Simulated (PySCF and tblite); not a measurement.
Values are calculated unless marked as measured or tabulated.
System: C₅H₅BF₂, numbered as in [CH:1]#[C:2][CH2:3]/[CH:4]=[CH:5]/[B:6]([F:7])[F:8].

The path came from a restrained scan, a climbing-image band and a saddle search at GFN2-xTB; energies are PBE0/pcSseg-1 + D3(BJ)//GFN2-xTB, thermal terms GFN2-xTB. Rate constants are transition-state-theory values, counting equivalent paths, without tunnelling. Programs: tblite and PySCF.

Task: How high is the barrier to the rotation about the B6–C5 bond (torsion F7–B6–C5–C4 from -180° to 0°, rising), through which structure does it pass, and what rate follows at 298 K?

Result: The electronic barrier is 6.5 kcal/mol and ΔG‡(298 K) 6.7 kcal/mol, over a C1 saddle with an imaginary mode of 99i cm⁻¹ (GFN2-xTB). With 2 equivalent paths, k is 1.6×10⁸ s⁻¹, a mean lifetime of the start of 6.2 ns against this motion.
